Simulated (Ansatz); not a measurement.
Cost and result for the atomization energy of C2H3ClOZn, SMILES `Cl[CH]1C[O][Zn]1` (8 atoms, 8 bonds).

Charge 0, multiplicity 1. For Zn the d shell is correlated and the shells below it are frozen. Scalar relativity is left out up to krypton. The geometry is a stationary point of PBE0-D4/def2-TZVP. Program: Ansatz. All runs use 4 threads of an AMD EPYC 9R45 on a shared host. Times are those of one run each, without the atoms' runs, and a repeat can differ threefold. Electronic energies, without spin–orbit coupling; frozen cores. CCSD(T)/CBS adds CCSD(T) − MP2 in def2-TZVPP to the MP2 limit, and its time is that of the two runs behind it. T1 = 0.020; the RHF reference is unstable towards UHF. With those shells the extrapolation isn't a true limit.

CCSD(T)/CBS is a level of theory with its own doubt, some kJ/mol a heavy atom from the limit and from the frozen cores, so smaller differences don't rank the functionals.

```csv
level,functions,wall time,atomization (kcal/mol),difference from CCSD(T)/CBS,per bond
LDA (SPW92)/def2-TZVPP,241,0.7 s,749.4,126.5,15.8
revPBE-D4/def2-TZVPP,241,1 s,629.7,6.8,0.8
BLYP-D4/def2-TZVPP,241,1.1 s,621.3,-1.6,-0.2
PBE-D4/def2-TZVPP (with forces),241,1.2 s,651.2,28.3,3.5
PBE0-D4/def2-TZVPP,241,1.5 s,629.7,6.8,0.8
BHLYP-D4/def2-TZVPP,241,1.6 s,585.9,-37.0,-4.6
CAM-B3LYP-D4/def2-TZVPP,241,1.9 s,618.7,-4.2,-0.5
r2SCAN-D4/def2-TZVPP (with forces),241,2 s,632.1,9.2,1.1
r2SCANh-D4/def2-TZVPP,241,2.2 s,624.3,1.4,0.2
CCSD(T)/def2-SVP,106,2.9 s,581.8,-41.1,-5.1
MP2/def2-QZVPP,431,9.5 s,639.5,16.6,2.1
CCSD(T)/def2-TZVPP,241,56 s,603.4,-19.5,-2.4
CCSD(T)/CBS(def2),–,65 s,622.9,0.0,0.0
```

Leaving LDA and LC-ωPBE aside and taking each functional with its dispersion term where it has one, the values spread over 65.3 kcal/mol, from BHLYP-D4 to PBE-D4. LDA lies +102.7 kcal/mol from PBE without D4, its usual overbinding. From PBE to PBE0 (25 % exact exchange), in def2-TZVPP and without D4, the atomization energy moves by −20.8 kcal/mol: exact exchange takes away binding that semilocal exchange gives to molecules. The D4 term adds +7.4 kcal/mol with B3LYP and +3.8 kcal/mol with PBE0; it sums over pairs of atoms, weighted by their polarisabilities, and B3LYP, whose exchange is more repulsive, gets the larger term.

B3LYP here is the variant with VWN-RPA as its local correlation; programs differ in this.
